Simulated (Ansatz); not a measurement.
System: C4H10Si2, charge 0, multiplicity 1. 
Structure (B3LYP-D3(BJ)/def2-TZVP (Ansatz, a program for electronic structure) minimum search):
```xyz
16

Si     2.6772     0.9986     0.0040
C      2.0855    -0.8017     0.0689
C      0.6626    -0.8839    -0.2042
C     -0.5168    -0.8927    -0.4451
C     -1.9490    -0.8606    -0.6764
Si    -2.7895     0.3699     0.4961
H      4.1331     1.0538     0.2856
H      1.9533     1.7966     1.0185
H      2.4200     1.5603    -1.3409
H      2.6602    -1.3889    -0.6541
H      2.3156    -1.2084     1.0585
H     -2.3943    -1.8495    -0.5294
H     -2.1700    -0.5660    -1.7070
H     -4.2510     0.3824     0.2393
H     -2.2425     1.7260     0.2689
H     -2.5455    -0.0317     1.8995
```
Charge 0, spin multiplicity 1.

Basis-set convergence of Hartree-Fock and CCSD correlation energies (hartree) with Ansatz. Correlated levels leave the core frozen unless marked. No spin-orbit coupling. No relativistic terms.

```csv
basis,functions,E(HF),"E(corr, CCSD)"
cc-pV(D+d)Z,152,-735.11945,-0.81610
cc-pV(T+d)Z,338,-735.18780,-0.96648
cc-pV(Q+d)Z,648,-735.20475,-1.01354
```

Extrapolating the two largest sets (X = 3 and 4) as X^-3: E(corr) = (64·(-1.01354) - 27·(-0.96648))/37 = -1.0479 Eh, an estimate of the basis-set limit. The largest set recovers 96.7 % of it, the smallest 77.9 %.
